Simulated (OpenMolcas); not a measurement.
# Mn4+: effect of the metal basis

Mn4+ with 6 ligands (fluoride) in octahedral coordination (Oh) at 1.74 Å. A charge of +0.333 e stands 3.2 Å behind each ligand.

```yaml
Program: OpenMolcas
Method: "SS-CASPT2, IPEA 0.25 Eh, imaginary shift 0.1 Eh (closed shells correlated: 3s 3p and the ligand valence shells)"
Spin-orbit_coupling: RASSI with atomic mean-field integrals over the reference wave functions
```

Fixed: ligand basis ANO-RCC-VDZP, active space 3 electrons in 5 orbitals (3d), DKH2 Hamiltonian.

States (labels of O, the rotations of Oh). Energies in cm-1 above the lowest state or level, χT in cm3 K/mol; 10Dq and B are least-squares fits to the states below 45000 cm-1, weighted by degeneracy, with a free offset, and given where the rms deviation is under 5 % of |10Dq| (or 100 cm-1) and under 700 cm-1.

```tsv
Run	Metal basis	Ground state	First state of that spin	10Dq	B (rms of fit)	First gap with spin-orbit (degeneracies)	χT at 300 K	First state of another spin	Cost
A	ANO-RCC-VDZP	4A2	4T2 29150			15030 (4, 4)	1.845	2E 15040	roughly 100 core-seconds
B	ANO-RCC-VTZP	4A2	4T2 28810	27418	816 (535)	14490 (4, 4)	1.844	2E 14510	roughly 4 core-minutes
```

Against A, the first state of the same spin changes by -1.2 % in B.

Costs are those of the CASPT2 steps.

Roots that are degenerate in the reference are averaged as groups; the widest CASPT2 spread within a group is 660 cm-1 (the 3-fold group of multiplicity 2 near 94200 cm-1 above the lowest state of its run, B). Shifts and gaps below about the spread of the groups concerned are not significant. Over all roots computed the reference weight is 0.68 to 0.70 in A, 0.69 to 0.70 in B; a low but even weight reflects the number of correlated electrons. Ligand-to-metal charge-transfer states are missing. With no ligand orbital active B as a rule stays too high, so bands that hang on it stand too high and its fall with covalency is understated. With one d shell and no ligand orbital active, 10Dq can be off by a tenth or more. The least metal-like active orbital is 79 % on the metal (Löwdin) and no ligand orbital is active, so the numbers are rough (holds for A). The least metal-like active orbital is 80 % on the metal (Löwdin) and no ligand orbital is active, so the numbers are rough (holds for B). The distance lies 5 % under the 1.84 Å that this model takes as the normal distance (a Shannon-type radius plus a fixed donor radius); by an R⁻⁵ law this alone changes a d-shell field by about +32 %. No measured value stands beside these numbers; the geometry was imposed, not optimised, and the real ion may take another.
